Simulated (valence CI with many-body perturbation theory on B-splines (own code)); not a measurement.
# Energy levels of Kr3+

Method: relativistic CI+MBPT: five valence electrons over a frozen Dirac-Fock core [Ar] 3d10, radial functions for each j: 11 s, 11 p, 10 d, 8 f, 5 g, 2 h, with the one-electron correlation potential Σ1 (screened to all orders), the two-electron term Σ2, the three-electron term Σ3, Breit, model QED; selected single and double excitations, second order for the rest, scaled by the run's own slope (own B-spline code, finite nucleus).

Set against measurement, 66 paired levels are off by 189 cm⁻¹ on average, the worst by 409. These come from a selection out of Saloman, J. Phys. Chem. Ref. Data 36, 215 (2007). Levels without a partner in it may be off by more. Among the levels kept, up to 4100 cm⁻¹ of a level comes from second order outside the variational space, and about a tenth of that is noise between levels of different J, which matters for small intervals. 3 measured levels below the end of the list, from 202373 cm⁻¹ on, found no clear computed partner, and computed levels of the same name lie up to 1944 cm⁻¹ from them.

Levels 46 to 90 of 182, with energies above the lowest level, 4s²4p³ ⁴S°_3/2. "Leading %" is the weight of the configuration and term that name the level; weights of strongly mixed levels are sums over their largest components and can fall short. Lifetimes count E1, E2, E3, M1 and M2 decay at the calculated energies, and are blank where another channel may lead or the interval is too uncertain; long ones can be off by a factor of two.

```csv
No.,Configuration,Term,J,E (eV),Leading %,Lifetime,Second component
46,4s²4p²4d,²S,1/2,28.241,58,33.5 ps,16 % 4s4p⁴ ²S
47,4s²4p²4d,²D,5/2,28.783,77,30.8 ps,6 % 4s²4p²4d ²F
48,4s²4p²4d,²D,3/2,28.887,89,33.3 ps,
49,4s²4p²5p,²S°,1/2,29.086,56,1.09 ns,22 % 4s²4p²5p ⁴D°
50,4s²4p²5p,⁴D°,1/2,29.410,67,956 ps,26 % 4s²4p²5p ²S°
51,4s²4p²5p,⁴D°,3/2,29.518,79,865 ps,9 % 4s²4p²5p ⁴P°
52,4s²4p²5p,⁴D°,5/2,29.883,87,849 ps,6 % 4s²4p²5p ⁴P°
53,4s²4p²5p,²D°,3/2,29.957,39,967 ps,27 % 4s²4p²5p ⁴P°
54,4s²4p²5s,²S,1/2,29.982,81,1.31 ns,7 % 4s²4p²4d ²S
55,4s²4p²5p,⁴P°,1/2,30.171,85,856 ps,5 % 4s²4p²5p ²S°
56,4s²4p²5p,²D°,3/2,30.215,49,952 ps,29 % 4s²4p²5p ⁴S°
57,4s²4p²5p,⁴D°,7/2,30.277,88,842 ps,6 % 4s²4p²5p ²F°
58,4s²4p²5p,²D°,5/2,30.286,45,978 ps,42 % 4s²4p²5p ⁴P°
59,4s²4p²5p,⁴S°,3/2,30.551,47,831 ps,39 % 4s²4p²5p ⁴P°
60,4s²4p²5p,²D°,5/2,30.872,44,983 ps,42 % 4s²4p²5p ⁴P°
61,4s²4p²5p,²P°,3/2,30.997,81,1.10 ns,9 % 4s²4p²5p ²D°
62,4s²4p²5p,²P°,1/2,31.083,83,1.11 ns,6 % 4s²4p²5p ²S°
63,4s²4p²5p,²F°,5/2,31.862,62,935 ps,29 % 4s²4p²5p ²D°
64,4s²4p²5p,²D°,3/2,32.013,73,1.01 ns,15 % 4s²4p²5p ²P°
65,4s²4p²5p,²F°,7/2,32.027,88,919 ps,6 % 4s²4p²5p ⁴D°
66,4s²4p²5p,²D°,5/2,32.062,68,1.05 ns,22 % 4s²4p²5p ²F°
67,4s4p³4d,⁶D°,1/2,32.568,96,56.4 ns,
68,4s4p³4d,⁶D°,3/2,32.580,96,59.4 ns,
69,4s4p³4d,⁶D°,5/2,32.593,96,75.0 ns,
70,4s²4p²5p,²P°,1/2,32.610,92,932 ps,
71,4s4p³4d,⁶D°,7/2,32.611,96,147 ns,
72,4s4p³4d,⁶D°,9/2,32.637,96,664 ns,
73,4s²4p²5p,²P°,3/2,32.892,78,1.08 ns,10 % 4s²4p²5p ²D°
74,4p⁵,²P°,3/2,33.966,48,819 ps,35 % 4s4p³4d ²P°
75,4s²4p²5p,²P°,1/2,34.388,72,1.30 ns,9 % 4p⁵ ²P°
76,4s²4p²5p,²P°,3/2,34.580,87,821 ps,
77,4p⁵,²P°,1/2,34.695,40,735 ps,31 % 4s4p³4d ²P°
78,4s4p³4d,⁴D°,5/2,35.064,84,1.08 ns,
79,4s4p³4d,⁴D°,7/2,35.089,82,972 ps,6 % 4s²4p²4f ⁴D°
80,4s4p³4d,⁴D°,3/2,35.111,86,1.10 ns,
81,4s4p³4d,⁴D°,1/2,35.171,87,1.08 ns,
82,4s²4p²4f,⁴G°,5/2,35.503,61,476 ps,22 % 4s4p³4d ⁴G°
83,4s²4p²4f,⁴G°,7/2,35.631,55,509 ps,22 % 4s4p³4d ⁴G°
84,4s²4p²4f,⁴G°,9/2,35.846,58,590 ps,28 % 4s4p³4d ⁴G°
85,4s²4p²5d,⁴F,3/2,35.984,71,633 ps,10 % 4s²4p²5d ⁴D
86,4s4p³4d,⁴F°,3/2,36.030,80,2.03 ns,8 % 4s²4p4d² ⁴F°
87,4s4p³4d,⁴F°,5/2,36.054,42,568 ps,20 % 4s²4p²4f ²D°
88,4s²4p²4f,⁴D°,7/2,36.089,33,396 ps,24 % 4s4p³4d ⁴F°
89,4s²4p²4f,⁴G°,11/2,36.104,59,665 ps,33 % 4s4p³4d ⁴G°
90,4s²4p²5d,⁴F,5/2,36.113,55,515 ps,22 % 4s²4p²5d ⁴D
```

Names give the largest LS component (configuration and term), which can be under half, so a name can repeat, a term be missing and a line seem to break the LS rules; names also repeat where a configuration has a term twice.
